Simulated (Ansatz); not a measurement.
```yaml
crystal:
  periodic: [false, false, false]
  atoms:
    - {symbol: C, position_ang: [-0.678176, 0.449178, -0.331051]}
    - {symbol: Si, position_ang: [1.037337, -0.273943, -0.145735]}
    - {symbol: I, position_ang: [0.913737, -2.560710, 0.711598]}
    - {symbol: H, position_ang: [-0.606075, 1.469783, -0.716090]}
    - {symbol: H, position_ang: [-1.183166, 0.476137, 0.638377]}
    - {symbol: H, position_ang: [-1.279128, -0.144636, -1.021074]}
    - {symbol: H, position_ang: [1.856670, 0.516191, 0.818277]}
basis:
  gaussian: {orbitals: def2-mTZVP}
magnetization: {spin_polarized: true, initial_magnetization: 1}
hamiltonian: {xc: {name: r2SCAN0}, dispersion: d3bjatm}
scf: {lower_state_search: full}
outputs: {forces: true}
output: {forces: true}
```

```sh
$ ansatz run in.yaml --threads 4 --pin off --events-out ev --progress --plain --max-ram 10444MiB
```

Output, abridged:

```
Error: YAML parse error: error: line 16 column 1: unknown field `outputs`, expected one of crystal, accuracy, basis, kpoints, hamiltonian, magnetization, projection, total_charge, correlation, batch, efield, external_charges, scf, relax, neb, saddle, md, ramp, phonons, dielectric, real_time, elastic, magnetic_configurations, gw, evaluate, workflow, output, checkpoint, execution
14 | hamiltonian: {xc: {name: r2SCAN0}, dispersion: d3bjatm}
15 | scf: {lower_state_search: full}
16 | outputs: {forces: true}
17 | output: {forces: true}
```

In this input the input holds a key that doesn't belong there. The input was rejected before any iteration.
